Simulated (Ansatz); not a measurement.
Input for Ansatz (a first-principles code): R-wB97X-V/def2-TZVPP on CH7BSi (SMILES CB[SiH3]), a point of a torsion scan.

Ansatz 0.2 input:
```yaml
crystal:
  periodic: [false, false, false]
  atoms:
    - {symbol: C, position_ang: [-1.51127162, 0.12151324, 0.32467709]}
    - {symbol: B, position_ang: [-0.31076672, -0.23547866, -0.62200900]}
    - {symbol: Si, position_ang: [1.55148658, -0.03126186, -0.03749819]}
    - {symbol: H, position_ang: [-2.36107500, -0.55277992, 0.22177479]}
    - {symbol: H, position_ang: [-1.88188840, 1.10419332, 0.02014162]}
    - {symbol: H, position_ang: [-1.26251808, 0.19802267, 1.38137829]}
    - {symbol: H, position_ang: [-0.58353703, -0.61424946, -1.70156304]}
    - {symbol: H, position_ang: [1.99351025, -1.15751092, 0.80372527]}
    - {symbol: H, position_ang: [2.55085340, 0.05515882, -1.11394986]}
    - {symbol: H, position_ang: [1.78774501, 1.16648297, 0.78665028]}
basis:
  gaussian:
    orbitals: def2-TZVPP
hamiltonian:
  xc: {name: wB97X-V}
scf: {lower_state_search: off}
```

The log:

```
WARN ansatz: RAYON_NUM_THREADS=1 ignored (pool sized by the plan → 1); use --threads N
Functional definition: wB97X-V
these checks for a lower state are left out or cut short: stability, starts, cluster_reference, orbital_swaps, neighbouring_geometries, increment
integrals: 0.13 GiB planned
1053 factors; their error is unknown
integrals: 0.16 GiB planned
284 factors; integrals over basis functions are off by at most 1.2e-5 eV
mean field: 1.14 GiB planned
mean field evaluation 1: about -9700.7577 eV, gradient 3.4e1 eV
mean field evaluation 2: about -9702.2163 eV, gradient 2.2e1 eV
mean field evaluation 4: about -9703.3861 eV, gradient 3.6e-1 eV
mean field evaluation 8: about -9703.3906 eV, gradient 3.8e-1 eV
mean field evaluation 16: about -9703.3908 eV, gradient 1.6e-5 eV
mean field -9703.39075606 eV, -356.5930330907 hartree, gradient 4.6e-6 eV, S^2 0.000000; 0 other end points of the search recorded, 0 dependent functions left out
reference -9703.39075379 eV, -356.5930330073 hartree; 16, 16 occupied and 186, 186 virtual orbitals, 1053 factors
Total energy: -9703.39075379 eV, -356.5930330073 hartree
Checks for a lower state left out: stability, starts, cluster_reference, orbital_swaps, neighbouring_geometries, increment
```

The run converged.

Cost: roughly 7 core-seconds.
